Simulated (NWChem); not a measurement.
Program: NWChem. System: C2H4NO, charge 1, spin multiplicity 3, at the geometry of a parent with another charge or spin, in a state set for the comparison that need not be this species' ground state. Its SCF solution wasn't tested for a lower state. Level: UPBE0/def2-TZVP.

Output (cleaned and shortened):

```
             Northwest Computational Chemistry Package (NWChem) 7.3.0
             --------------------------------------------------------

                                NWChem Input Module
                                -------------------

 Scaling coordinates for geometry "geometry" by  1.889725989
 (inverse scale =  0.529177249)

                             Geometry "geometry" -> ""
                             -------------------------

 Output coordinates in angstroms (scale by  1.889725989 to convert to a.u.)

  No.       Tag          Charge          X              Y              Z
 ---- ---------------- ---------- -------------- -------------- --------------
    1 C                    6.0000    -1.44198000    -0.27849800     0.05432800
    2 N                    7.0000    -0.27993900    -0.33005300    -0.76278400
    3 C                    6.0000     0.92849200    -0.05454900    -0.17756200
    4 O                    8.0000     1.07176900     0.71627000     0.75190000
    5 H                    1.0000    -2.22996700     0.30679600    -0.44720100
    6 H                    1.0000    -1.84500900    -1.30714100     0.13730400
    7 H                    1.0000    -1.24855600     0.11188400     1.06803700
    8 H                    1.0000     1.78988900    -0.53304800    -0.69445200

 Effective nuclear repulsion energy (a.u.)     113.1197431484

            Nuclear Dipole moment (a.u.)
            ----------------------------
        X                 Y               Z
 ---------------- ---------------- ----------------
     0.0000151178    -0.0000037795    -0.0000075589


 Summary of "ao basis" -> "" (spherical)
 ------------------------------------------------------------------------------
       Tag                 Description            Shells   Functions and Types
 ---------------- ------------------------------  ------  ---------------------
 *                         def2-tzvp                  on all atoms

                                 NWChem DFT Module
                                 -----------------

 Summary of "ao basis" -> "ao basis" (spherical)
 ------------------------------------------------------------------------------
       Tag                 Description            Shells   Functions and Types
 ---------------- ------------------------------  ------  ---------------------
 C                         def2-tzvp                11       31   5s3p2d1f
 N                         def2-tzvp                11       31   5s3p2d1f
 O                         def2-tzvp                11       31   5s3p2d1f
 H                         def2-tzvp                 4        6   3s1p

 Summary of "ao basis" -> "ao basis" (spherical)
 ------------------------------------------------------------------------------
       Tag                 Description            Shells   Functions and Types
 ---------------- ------------------------------  ------  ---------------------
 C                         def2-tzvp                11       31   5s3p2d1f
 N                         def2-tzvp                11       31   5s3p2d1f
 O                         def2-tzvp                11       31   5s3p2d1f
 H                         def2-tzvp                 4        6   3s1p

            General Information
            -------------------
          SCF calculation type: DFT
          Wavefunction type:  spin polarized.
          No. of atoms     :     8
          No. of electrons :    30
           Alpha electrons :    16
            Beta electrons :    14
          Charge           :     1
          Spin multiplicity:     3
          Use of symmetry is: off; symmetry adaption is: off
          Maximum number of iterations: 100
          AO basis - number of functions:   148
                     number of shells:    60
          Convergence on energy requested:  1.00D-06
          Convergence on density requested:  1.00D-05
          Convergence on gradient requested:  5.00D-04

              XC Information
              --------------
                         PBE0 Method XC Functional
                     Hartree-Fock (Exact) Exchange  0.250
          PerdewBurkeErnzerhof Exchange Functional  0.750
            Perdew 1991 LDA Correlation Functional  1.000 local
[...]
   125     -0.132689  5 H  s                101     -0.130366  4 O  pz
    11      0.123591  1 C  pz               104     -0.112028  4 O  pz

 Vector   14  Occ=1.000000D+00  E=-5.699588D-01
              MO Center=  1.5D-01,  6.7D-02, -7.7D-02, r^2= 2.6D+00
   Bfn.  Coefficient  Atom+Function         Bfn.  Coefficient  Atom+Function
  ----- ------------  ---------------      ----- ------------  ---------------
    99      0.248117  4 O  px                39     -0.223644  2 N  pz
   102      0.212646  4 O  px                35      0.210416  2 N  s
    42     -0.186864  2 N  pz                36      0.178772  2 N  s
     8      0.171733  1 C  pz               100     -0.162184  4 O  py
    11      0.142494  1 C  pz                66     -0.135795  3 C  s

 Vector   15  Occ=0.000000D+00  E=-4.612245D-01
              MO Center=  4.6D-01,  2.2D-01,  2.6D-02, r^2= 2.4D+00
   Bfn.  Coefficient  Atom+Function         Bfn.  Coefficient  Atom+Function
  ----- ------------  ---------------      ----- ------------  ---------------
    99      0.346691  4 O  px               102      0.298727  4 O  px
    39      0.259445  2 N  pz                42      0.233197  2 N  pz
   105      0.209423  4 O  px                45      0.165630  2 N  pz
    37      0.104112  2 N  px               144     -0.099359  8 H  s
    68     -0.095289  3 C  px               145     -0.084678  8 H  s

 Vector   16  Occ=0.000000D+00  E=-4.184016D-01
              MO Center= -1.4D-01, -2.5D-01, -3.5D-01, r^2= 2.2D+00
   Bfn.  Coefficient  Atom+Function         Bfn.  Coefficient  Atom+Function
  ----- ------------  ---------------      ----- ------------  ---------------
    38      0.335880  2 N  py                41      0.300872  2 N  py
    44      0.238663  2 N  py               101      0.180245  4 O  pz
   104      0.153697  4 O  pz               132      0.134933  6 H  s
   107      0.120207  4 O  pz               100     -0.113318  4 O  py
     7     -0.108272  1 C  py                72      0.106908  3 C  py

 Vector   17  Occ=0.000000D+00  E=-2.538858D-01
              MO Center=  5.4D-01, -6.0D-02, -1.4D-01, r^2= 2.1D+00
   Bfn.  Coefficient  Atom+Function         Bfn.  Coefficient  Atom+Function
  ----- ------------  ---------------      ----- ------------  ---------------
    72      0.303385  3 C  py                73     -0.279224  3 C  pz
    69      0.276838  3 C  py                76     -0.275537  3 C  pz
    75      0.257632  3 C  py                44     -0.253124  2 N  py
    70     -0.241824  3 C  pz               106     -0.241373  4 O  py
    38     -0.228906  2 N  py                67     -0.223415  3 C  s

   alpha - beta orbital overlaps
   -----------------------------

   alpha      1      2      3      4      5      6      7      8      9     10
    beta      1      2      3      4      5      6      7      8      9     10
 overlap   1.000  1.000  1.000  1.000  0.999  0.996  0.998  0.995  0.855  0.849

   alpha     11     12     13     14     15     16     17     18     19     20
    beta     11     12     13     14     15     16     17     18     19     20
 overlap   0.926  0.910  0.889  0.753  0.676  0.872  0.973  0.997  0.994  0.979

   alpha     21     22     23     24     25     26     27     28     29     30
    beta     21     22     23     24     25     26     27     28     29     30
 overlap   0.979  0.991  0.981  0.988  0.983  0.994  0.992  0.974  0.954  0.947

   alpha     31     32     33     34     35     36     37     38     39     40
    beta     31     32     33     34     35     36     37     39     38     40
 overlap   0.947  0.793  0.720  0.789  0.948  0.978  0.964  0.724  0.729  0.991

   alpha     41     42     43     44     45     46     47     48     49     50
    beta     41     42     43     44     45     46     47     48     49     50
 overlap   0.991  0.993  0.987  0.984  0.995  0.997  0.997  0.996  0.995  0.993

   alpha     51     52     53     54     55     56     57     58     59     60
    beta     51     52     53     54     56     55     57     58     59     60
 overlap   0.999  0.998  0.996  0.999  0.820  0.840  0.936  0.926  0.906  0.938

   alpha     61     62     63     64     65     66     67     68     69     70
    beta     61     62     63     64     65     66     67     68     69     70
 overlap   0.965  0.907  0.926  0.955  0.968  0.970  0.983  0.984  0.990  0.993

   alpha     71     72     73     74     75     76     77     78     79     80
    beta     71     73     72     74     75     76     77     78     79     80
 overlap   0.969  0.809  0.850  0.987  0.988  0.995  0.871  0.876  0.904  0.924

   alpha     81     82     83     84     85     86     87     88     89     90
    beta     81     82     83     84     85     86     87     88     89     90
 overlap   0.973  0.998  0.997  0.996  0.991  0.994  0.981  0.978  0.986  0.992

   alpha     91     92     93     94     95     96     97     98     99    100
    beta     91     92     93     94     95     96     97     98     99    100
 overlap   0.982  0.993  0.993  0.730  0.741  0.988  0.982  0.990  0.990  0.989

   alpha    101    102    103    104    105    106    107    108    109    110
    beta    101    102    103    104    105    106    107    108    109    110
 overlap   0.992  0.991  0.992  0.995  0.994  0.988  0.991  0.997  0.997  0.993

   alpha    111    112    113    114    115    116    117    118    119    120
    beta    111    112    113    114    115    116    117    118    119    120
 overlap   0.995  0.981  0.920  0.910  0.997  0.996  0.966  0.965  0.991  0.923

   alpha    121    122    123    124    125    126    127    128    129    130
    beta    121    122    123    124    125    126    127    128    129    130
 overlap   0.930  0.996  0.983  0.980  0.986  0.977  0.981  0.977  0.982  0.997

   alpha    131    132    133    134    135    136    137    138    139    140
    beta    131    132    133    134    135    136    137    139    138    140
 overlap   0.992  0.995  0.997  0.999  0.999  0.999  1.000  0.851  0.850  0.993

   alpha    141    142    143    144    145    146    147    148
    beta    141    142    143    144    145    146    147    148
 overlap   0.996  0.996  0.996  0.999  1.000  1.000  1.000  1.000

     --------------------------
     Expectation value of S2:
     --------------------------
      <S2> =      2.0291 (Exact =     2.0000)

 center of mass
 --------------
 x =   0.11396767 y =   0.04577742 z =  -0.00225892

 moments of inertia (a.u.)
 ------------------
         115.130843785616         -65.485940305153         -39.705349100137
         -65.485940305153         311.606614835730         -43.746869005164
         -39.705349100137         -43.746869005164         287.750115080274

     Multipole analysis of the density
     ---------------------------------

     L   x y z        total         alpha         beta         nuclear
     -   - - -        -----         -----         ----         -------
     0   0 0 0      1.000000    -16.000000    -14.000000     31.000000

     1   1 0 0     -0.273291     -0.253209     -0.020097      0.000015
     1   0 1 0     -0.565306     -0.254784     -0.310518     -0.000004
     1   0 0 1     -0.272147      0.231727     -0.503867     -0.000008

     2   2 0 0     -7.129115    -79.590142    -72.259565    144.720593
     2   1 1 0      0.204879    -18.290524    -15.528141     34.023544
     2   1 0 1     -1.351334    -10.202065     -7.754102     16.604833
     2   0 2 0    -14.685124    -22.590404    -18.697386     26.602667
     2   0 1 1      0.129739    -12.445065     -9.605620     22.180424
     2   0 0 2    -15.179743    -29.469020    -23.722529     38.011806

 Task  times  cpu:       42.4s     wall:       42.4s

 Total times  cpu:       42.5s     wall:       42.5s
```

**Question.** Write an NWChem input that would produce this output.

**Answer.** One answer among several that fit: 
```
start mol
memory heap 200 mb stack 900 mb global 1100 mb
charge 1
geometry units angstroms nocenter noautoz noautosym
  C     -1.441980    -0.278498     0.054328
  N     -0.279939    -0.330053    -0.762784
  C      0.928492    -0.054549    -0.177562
  O      1.071769     0.716270     0.751900
  H     -2.229967     0.306796    -0.447201
  H     -1.845009    -1.307141     0.137304
  H     -1.248556     0.111884     1.068037
  H      1.789889    -0.533048    -0.694452
end
basis spherical
  * library def2-tzvp
end
dft
  xc pbe0
  odft
  mult 3
  semidirect memsize 60000000 filesize 0
  iterations 100
end
task dft energy
```
